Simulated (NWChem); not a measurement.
System: CH₄F₂OSi; SMILES O[SiH2]C(F)F

Here is an NWChem input.

```
start job
memory heap 200 mb stack 900 mb global 1100 mb
geometry units angstroms noautoz
  O      0.545073     2.051058     0.272655
  Si    -0.553684     0.863889    -0.113439
  C      0.084441    -0.865039     0.416658
  F     -0.851309    -1.804830     0.041651
  F      1.254182    -1.130775    -0.272308
  H      1.382346     2.041502    -0.212232
  H     -0.814262     0.758141    -1.573382
  H     -1.788013     1.177668     0.641279
  H      0.296737    -1.017907     1.482543
end
basis spherical
  * library def2-tzvp
end
dft
  xc b3lyp
  iterations 150
  semidirect filesize 400000000
  mulliken
end
task dft energy
```

Parts of the log:

```
             Northwest Computational Chemistry Package (NWChem) 7.3.0
             --------------------------------------------------------

 C1  symmetry detected

                             Geometry "geometry" -> ""
                             -------------------------

 Output coordinates in angstroms (scale by  1.889725989 to convert to a.u.)

  No.       Tag          Charge          X              Y              Z
 ---- ---------------- ---------- -------------- -------------- --------------
    1 O                    8.0000     0.44675675     2.08124548     0.22185246
    2 Si                  14.0000    -0.57978605     0.83828327    -0.18675564
    3 C                    6.0000     0.10667254    -0.84861399     0.41370303
    4 F                    9.0000    -0.76846068    -1.83701458     0.01788545
    5 F                    9.0000     1.31840662    -1.07704031    -0.21327839
    6 H                    1.0000     1.30585844     2.09835332    -0.22298954
    7 H                    1.0000    -0.76550772     0.68927854    -1.65434623
    8 H                    1.0000    -1.86119747     1.11325526     0.50172079
    9 H                    1.0000     0.27424885    -0.96863865     1.49169251

 Effective nuclear repulsion energy (a.u.)     243.6918843068

                                 NWChem DFT Module
                                 -----------------

 Summary of "ao basis" -> "ao basis" (spherical)
 ------------------------------------------------------------------------------
       Tag                 Description            Shells   Functions and Types
 ---------------- ------------------------------  ------  ---------------------
 O                         def2-tzvp                11       31   5s3p2d1f
 Si                        def2-tzvp                13       37   5s5p2d1f
 C                         def2-tzvp                11       31   5s3p2d1f
 F                         def2-tzvp                11       31   5s3p2d1f
 H                         def2-tzvp                 4        6   3s1p

            General Information
            -------------------
          SCF calculation type: DFT
          Wavefunction type:  closed shell.
          No. of atoms     :     9
          No. of electrons :    50
           Alpha electrons :    25
            Beta electrons :    25
          Charge           :     0
          Spin multiplicity:     1
          Use of symmetry is: off; symmetry adaption is: off
          Maximum number of iterations: 150
          AO basis - number of functions:   185
                     number of shells:    73
          Convergence on energy requested:  1.00D-06
          Convergence on density requested:  1.00D-05
          Convergence on gradient requested:  5.00D-04

              XC Information
              --------------
                         B3LYP Method XC Potential
                     Hartree-Fock (Exact) Exchange  0.200
                        Slater Exchange Functional  0.800 local
                    Becke 1988 Exchange Functional  0.720 non-local
              Lee-Yang-Parr Correlation Functional  0.810
                  VWN I RPA Correlation Functional  0.190 local

             Grid Information
             ----------------
          Grid used for XC integration:  medium
          Radial quadrature: Mura-Knowles
          Angular quadrature: Lebedev.
          Tag              B.-S. Rad. Rad. Pts. Rad. Cut. Ang. Pts.
          ---              ---------- --------- --------- ---------
          O                   0.60       49          10.0       434
          Si                  1.10       88           9.0       590
          C                   0.70       49          10.0       434
          F                   0.50       49          12.0       434
          H                   0.35       45          11.0       434
          Grid pruning is: on
          Number of quadrature shells:   464
          Spatial weights used:  Erf1

      Superposition of Atomic Density Guess
      -------------------------------------

 Sum of atomic energies:        -602.12643949

      Non-variational initial energy
      ------------------------------

 Total energy =    -603.541886
 1-e energy   =   -1319.653077
 2-e energy   =     472.419307
 HOMO         =      -0.311742
 LUMO         =       0.015515

------------------------------------------------------------
EAF file 0: "./job.aoints.0" size=522190848 bytes
------------------------------------------------------------
               write      read    awrite     aread      wait
               -----      ----    ------     -----      ----
     calls:      996         0         0         0         0
   data(b): 5.22e+08  0.00e+00  0.00e+00  0.00e+00
   time(s): 0.00e+00  0.00e+00  0.00e+00  0.00e+00  0.00e+00
rate(mb/s): 0.00e+00  0.00e+00
------------------------------------------------------------

     ---------------------------------------------
      Total Density - Mulliken Population Analysis
     ---------------------------------------------

    Atom       Charge   Shell Charges
 -----------   ------   -------------------------------------------------------
    1 O    8     8.85   0.79  1.18  0.59  0.95  0.25  2.02  2.21  0.85  0.00  0.01  0.00
    2 Si  14    13.31   2.00  0.59  1.39  0.85  0.43  4.11  1.73  0.50  1.09  0.32  0.13  0.12  0.04
    3 C    6     5.49   0.86  1.12  0.51  0.67  0.11  0.87  1.00  0.17  0.03  0.12  0.02
    4 F    9     9.38   0.77  1.20  0.61  1.00  0.31  2.33  2.31  0.84  0.00  0.01  0.00
    5 F    9     9.39   0.77  1.20  0.61  1.00  0.31  2.33  2.31  0.84  0.00  0.01  0.00
    6 H    1     0.54   0.19  0.25  0.06  0.04
    7 H    1     1.07   0.23  0.55  0.28  0.01
    8 H    1     1.05   0.23  0.54  0.27  0.01
    9 H    1     0.92   0.25  0.47  0.18  0.02

   convergence    iter        energy       DeltaE   RMS-Dens  Diis-err
 ---------------- ----- ----------------- --------- --------- ---------
 d= 0,ls=0.0,diis     1   -604.9714468465 -8.49D+02  6.10D-03  1.74D+00
 d= 0,ls=0.0,diis     2   -604.8348414920  1.37D-01  3.74D-03  3.30D+00
 d= 0,ls=0.0,diis     3   -605.1136404774 -2.79D-01  6.91D-04  9.28D-02
 d= 0,ls=0.0,diis     4   -605.1195302406 -5.89D-03  3.09D-04  1.04D-02
 d= 0,ls=0.0,diis     5   -605.1204055044 -8.75D-04  7.09D-05  1.17D-03
  Resetting Diis
 d= 0,ls=0.0,diis     6   -605.1205004450 -9.49D-05  2.52D-05  7.84D-05
 d= 0,ls=0.0,diis     7   -605.1205069709 -6.53D-06  8.35D-06  2.08D-06
 d= 0,ls=0.0,diis     8   -605.1205069089  6.20D-08  4.36D-06  3.17D-06

         Total DFT energy =     -605.120506908930
      One electron energy =    -1322.735919831590
           Coulomb energy =      531.383626442361
    Exchange-Corr. energy =      -57.460097826538
 Nuclear repulsion energy =      243.691884306836

 Numeric. integr. density =       49.999994627205

                       DFT Final Molecular Orbital Analysis
                       ------------------------------------

 Vector   23  Occ=2.000000D+00  E=-3.729047D-01
              MO Center=  6.6D-02,  1.2D+00,  1.1D-01, r^2= 3.2D+00
   Bfn.  Coefficient  Atom+Function         Bfn.  Coefficient  Atom+Function
  ----- ------------  ---------------      ----- ------------  ---------------
     7      0.254224  1 O  py                10      0.210730  1 O  py
     8     -0.169649  1 O  pz                 6     -0.168448  1 O  px
    13      0.162779  1 O  py                48     -0.151568  2 Si pz
    11     -0.145012  1 O  pz                 9     -0.137682  1 O  px
   107     -0.117833  4 F  pz               181      0.112745  9 H  s

 Vector   24  Occ=2.000000D+00  E=-3.453768D-01
              MO Center= -4.2D-01,  1.2D+00, -2.6D-01, r^2= 3.0D+00
   Bfn.  Coefficient  Atom+Function         Bfn.  Coefficient  Atom+Function
  ----- ------------  ---------------      ----- ------------  ---------------
     8      0.283944  1 O  pz                11      0.232530  1 O  pz
   169      0.200316  7 H  s                 14      0.171359  1 O  pz
    48     -0.165706  2 Si pz               175     -0.162355  8 H  s
   170      0.161170  7 H  s                176     -0.144597  8 H  s
   168      0.125377  7 H  s                174     -0.106076  8 H  s

 Vector   25  Occ=2.000000D+00  E=-3.057536D-01
              MO Center= -8.0D-03, -1.5D-01,  1.1D-01, r^2= 3.2D+00
   Bfn.  Coefficient  Atom+Function         Bfn.  Coefficient  Atom+Function
  ----- ------------  ---------------      ----- ------------  ---------------
    75      0.206463  3 C  py                78      0.170211  3 C  py
   106     -0.166000  4 F  py                47     -0.161197  2 Si py
     7      0.154105  1 O  py               137     -0.149767  5 F  py
   181     -0.140474  9 H  s                 76     -0.138940  3 C  pz
    72      0.134463  3 C  s                109     -0.134897  4 F  py

 Vector   26  Occ=0.000000D+00  E=-1.680994D-02
              MO Center=  2.9D-02,  1.0D+00, -2.1D-01, r^2= 5.1D+00
   Bfn.  Coefficient  Atom+Function         Bfn.  Coefficient  Atom+Function
  ----- ------------  ---------------      ----- ------------  ---------------
     5      0.746989  1 O  s                 50     -0.715736  2 Si py
   164     -0.544775  6 H  s                 49     -0.428768  2 Si px
    73     -0.427284  3 C  s                 36      0.406608  2 Si s
    81     -0.247532  3 C  py                47     -0.234556  2 Si py
   176     -0.233856  8 H  s                170     -0.191473  7 H  s

 Vector   27  Occ=0.000000D+00  E= 2.572300D-02
              MO Center= -3.7D-01,  5.1D-01, -7.0D-02, r^2= 6.4D+00
   Bfn.  Coefficient  Atom+Function         Bfn.  Coefficient  Atom+Function
  ----- ------------  ---------------      ----- ------------  ---------------
    73      2.078191  3 C  s                182     -1.122339  9 H  s
    50      1.084312  2 Si py                36     -0.958747  2 Si s
    49     -0.916350  2 Si px                81      0.770973  3 C  py
   176     -0.511339  8 H  s                 51     -0.487287  2 Si pz
    82      0.375493  3 C  pz                 5      0.330117  1 O  s

 Vector   28  Occ=0.000000D+00  E= 4.025875D-02
              MO Center= -3.1D-01,  1.6D-01,  2.8D-01, r^2= 4.3D+00
   Bfn.  Coefficient  Atom+Function         Bfn.  Coefficient  Atom+Function
  ----- ------------  ---------------      ----- ------------  ---------------
   170      1.169447  7 H  s                 51      1.056414  2 Si pz
    36     -0.595213  2 Si s                135      0.549638  5 F  s
    80     -0.539118  3 C  px                73     -0.390990  3 C  s
   176     -0.339146  8 H  s                 72     -0.278386  3 C  s
   142     -0.222133  5 F  px                48      0.207459  2 Si pz

------------------------------------------------------------
EAF file 0: "./job.aoints.0" size=778567680 bytes
------------------------------------------------------------
               write      read    awrite     aread      wait
               -----      ----    ------     -----      ----
     calls:     1485         7         0     10388     10388
   data(b): 7.79e+08  3.67e+06  0.00e+00  5.45e+09
   time(s): 0.00e+00  0.00e+00  0.00e+00  0.00e+00  0.00e+00
rate(mb/s): 0.00e+00  0.00e+00
------------------------------------------------------------

     ---------------------------------------------
      Total Density - Mulliken Population Analysis
     ---------------------------------------------

    Atom       Charge   Shell Charges
 -----------   ------   -------------------------------------------------------
    1 O    8     8.53   0.79  1.18  0.58  0.91  0.29  1.92  1.92  0.92  0.00  0.02  0.00
    2 Si  14    13.55   2.00  0.57  1.39  0.89  0.35  4.13  1.68  0.62  1.19  0.26  0.20  0.20  0.05
    3 C    6     5.78   0.85  1.12  0.54  0.63  0.06  1.21  1.03  0.13  0.04  0.15  0.02
    4 F    9     9.22   0.77  1.20  0.62  0.97  0.36  2.28  2.10  0.90  0.00  0.01  0.00
    5 F    9     9.23   0.77  1.20  0.62  0.97  0.36  2.29  2.10  0.91  0.00  0.01  0.00
    6 H    1     0.68   0.25  0.33  0.04  0.05
    7 H    1     1.05   0.25  0.54  0.25  0.01
    8 H    1     1.05   0.25  0.54  0.25  0.01
    9 H    1     0.92   0.28  0.49  0.13  0.02

     -------------------------------------------
      Total Density - Lowdin Population Analysis
     -------------------------------------------

    Atom       Charge   Shell Charges
 -----------   ------   -------------------------------------------------------
    1 O    8     8.13   0.87  1.09  0.53  0.59  0.31  1.77  1.91  1.03  0.00  0.03  0.00
    2 Si  14    13.77   2.00  0.83  1.09  0.51  0.30  3.85  1.87  0.70  1.09  0.52  0.21  0.59  0.20
    3 C    6     6.53   0.91  1.04  0.40  0.35  0.20  1.06  1.21  0.50  0.06  0.67  0.14
    4 F    9     8.89   0.86  1.10  0.60  0.70  0.37  2.14  2.11  0.98  0.00  0.03  0.00
    5 F    9     8.90   0.86  1.10  0.60  0.70  0.37  2.14  2.11  0.99  0.00  0.03  0.00
    6 H    1     0.82   0.24  0.31  0.11  0.16
    7 H    1     1.04   0.25  0.47  0.29  0.02
    8 H    1     1.03   0.25  0.47  0.29  0.02
    9 H    1     0.89   0.26  0.40  0.17  0.06

     Multipole analysis of the density
     ---------------------------------

     L   x y z        total         alpha         beta         nuclear
     -   - - -        -----         -----         ----         -------
     0   0 0 0     -0.000000    -25.000000    -25.000000     50.000000

     1   1 0 0      0.196516      0.098258      0.098258     -0.000000
     1   0 1 0      0.431779      0.215890      0.215890     -0.000000
     1   0 0 1      0.091421      0.045710      0.045710      0.000000

     2   2 0 0    -26.151413    -72.284347    -72.284347    118.417280
     2   1 1 0      1.395725      0.892258      0.892258     -0.388790
     2   1 0 1     -0.321885     -0.821093     -0.821093      1.320301
     2   0 2 0    -30.322657   -187.785033   -187.785033    345.247409
     2   0 1 1     -2.656210      1.041777      1.041777     -4.739763
     2   0 0 2    -25.898344    -26.491828    -26.491828     27.085311
```

Level: B3LYP/def2-TZVP. Coordinates come from a B3LYP/6-31G* (spherical d) optimisation.
